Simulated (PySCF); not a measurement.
```xyz
4
charge 0 multiplicity 1, angstrom
I    -1.2334    0.0000    0.0676
O    -1.1523    0.0000    1.8749
O    -3.0156    0.0000   -0.3358
I     1.7576    0.0000   -0.2608
```

Method: PBE0 in PySCF with I def2-SVP with ECP28, O def2-SVP; scalar-relativistic core potentials, no spin–orbit coupling; density-fitted integrals.

This geometry of IO₂I is a stationary point at this level.

Question: What is the point group?

Answer: Cs.

Question: Is it a minimum?

Answer: No: it has 1 imaginary mode, at 232i cm⁻¹ (a'').

Question: Which band is strongest in the infrared?

Answer: 801 cm⁻¹ (a'), 84 km/mol.

Question: Give the atomic charges and bond orders.

Answer: 
| atom | Mulliken | Löwdin | polar tensor | Mayer order to I1 |
| --- | --- | --- | --- | --- |
| I1 | 1.25 | 1.23 | 1.30 | – |
| O2 | -0.46 | -0.48 | -0.38 | 1.50 |
| O3 | -0.49 | -0.48 | -0.58 | 1.48 |
| I4 | -0.30 | -0.27 | -0.34 | 0.70 |

Other isomers or separated fragments may lie lower. At this level a singlet minimum of Cs symmetry lies 111 kJ/mol below this structure.
